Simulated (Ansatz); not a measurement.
C₆H₁₄AlClO, SMILES `CC(C)[O][Al]([Cl])[CH](C)C`, relaxed with RKS PBE-D4/def2-SVP in the Gaussian-basis code of Ansatz from a rough embedded geometry. The force threshold is 0.03 eV/Å; the program also tests the step.

Charge 0, multiplicity 1.

Start:

```xyz
23

C    -2.249   -1.649   -0.595
C    -1.169   -1.176    0.460
C    -1.272   -1.987    1.794
O    -1.400    0.263    0.671
Al    0.172    1.118    1.081
Cl    0.923    1.300    3.167
C     1.295    1.853   -0.458
C     2.683    1.239   -0.439
C     0.637    1.585   -1.789
H    -3.226   -1.508   -0.128
H    -2.060   -2.742   -0.765
H    -2.128   -1.063   -1.495
H    -0.167   -1.387    0.041
H    -2.229   -1.812    2.263
H    -1.147   -3.064    1.556
H    -0.439   -1.626    2.475
H     1.409    2.955   -0.279
H     3.331    1.622   -1.238
H     3.200    1.410    0.523
H     2.650    0.077   -0.529
H    -0.410    2.054   -1.751
H     0.431    0.487   -1.980
H     1.166    2.052   -2.585
```

(1) How much energy does the relaxation release, and in how many steps? (Best estimate.)

(2) Which bonds change most? (Best estimate.)

(3) Give the relaxed structure. (An estimate is asked.)

## Answers

(1) Computed: 76.68 kJ/mol, in 29 steps.

(2) The calculation gave: O4–Al5 from 1.836 to 1.708 Å; Al5–Cl6 from 2.225 to 2.120 Å; Al5–C7 from 2.042 to 1.975 Å; C8–H20 from 1.167 to 1.111 Å.

(3) The calculation gave: 
```xyz
23

C    -2.550   -0.879   -0.079
C    -1.206   -1.352    0.480
C    -1.346   -2.597    1.355
O    -0.620   -0.319    1.254
Al    0.366    1.064    1.079
Cl    0.642    2.172    2.865
C     1.249    1.670   -0.581
C     2.744    1.960   -0.347
C     1.016    0.722   -1.770
H    -3.233   -0.604    0.750
H    -3.034   -1.670   -0.686
H    -2.415    0.014   -0.725
H    -0.540   -1.602   -0.382
H    -2.010   -2.384    2.218
H    -1.772   -3.445    0.781
H    -0.358   -2.903    1.751
H     0.750    2.643   -0.808
H     3.212    2.411   -1.251
H     2.909    2.661    0.496
H     3.312    1.032   -0.123
H    -0.061    0.560   -1.982
H     1.469   -0.277   -1.595
H     1.476    1.123   -2.701
```
